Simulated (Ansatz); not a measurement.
Reaction (formal loss of a carbene): `C[B-](C)(C)[SH2+]` → `[CH2]` (triplet) + `C[BH-](C)[SH2+]`

Program: Ansatz. Geometries: PBE0-D4/def2-TZVP. ΔE: electronic, gas phase. CCSD(T)/CBS is the MP2 limit (def2-TZVPP, def2-QZVPP) plus CCSD(T) − MP2 in def2-TZVPP, frozen cores. This one scheme is used for every species. Triplets are unrestricted, without spin–orbit coupling. One conformer a species, not always the lowest.

`C[B-](C)(C)[SH2+]`:

Cartesian coordinates in Å:
```
C -1.105 -0.082 1.081
B -0.093 -0.089 -0.152
C -0.412 0.914 -1.354
C 0.558 -1.494 -0.544
S 1.745 0.938 0.699
H -1.389 0.919 1.422
H -2.034 -0.566 0.751
H -0.757 -0.652 1.949
H 0.394 1.004 -2.089
H -0.698 1.922 -1.035
H -1.278 0.511 -1.896
H 0.915 -2.079 0.310
H 1.371 -1.423 -1.273
H -0.227 -2.097 -1.018
H 1.159 1.996 1.284
H 1.851 0.277 1.864
```

`[CH2]` (triplet):

Cartesian coordinates in Å:
```
C 0.074 0.096 -0.248
H -0.662 0.720 0.236
H 0.588 -0.816 0.012
```

`C[BH-](C)[SH2+]`:

Z-matrix (Å, degrees):
```
C
B 1 1.602
H 1 1.094 2 114.6
H 1 1.097 2 113.5 3 124.6
H 1 1.096 2 107.8 3 -118.1
C 2 1.598 1 117.4 3 -173.4
S 2 2.083 1 102.9 3 -56.2
H 2 1.217 1 114.6 3 46.3
H 6 1.095 2 114.4 1 173.9
H 6 1.097 2 108.3 1 -67.8
H 6 1.097 2 113.2 1 49.8
H 7 1.345 2 101.0 1 -169.4
H 7 1.347 2 102.3 1 -74.4
```

```tsv
level	ΔE (kcal/mol)
HF/def2-TZVPP	77.6
MP2/CBS(def2)	115.9
```

(1) What does CCSD(T)/CBS give? (Best estimate.)

Largest T1 diagnostic among the species: 0.011.

Answers

(1) Ansatz gave: +112.8 kcal/mol. The listed levels differ from it by -35.2, 3.1 kcal/mol.

At CCSD(T), def2-SVP lies −4.1 kcal/mol from the extrapolated value and def2-TZVPP −2.6 kcal/mol. The D4 term adds +3.4 kcal/mol with B3LYP and +1.9 kcal/mol with PBE0; it sums over pairs of atoms, weighted by their polarisabilities, and B3LYP, whose exchange is more repulsive, gets the larger term.

B3LYP here is the variant with VWN-RPA as its local correlation; programs differ in this.

CCSD(T)/CBS has its own doubt, a few kJ/mol and more with outer-core shells, so smaller differences from it don't rank the levels.
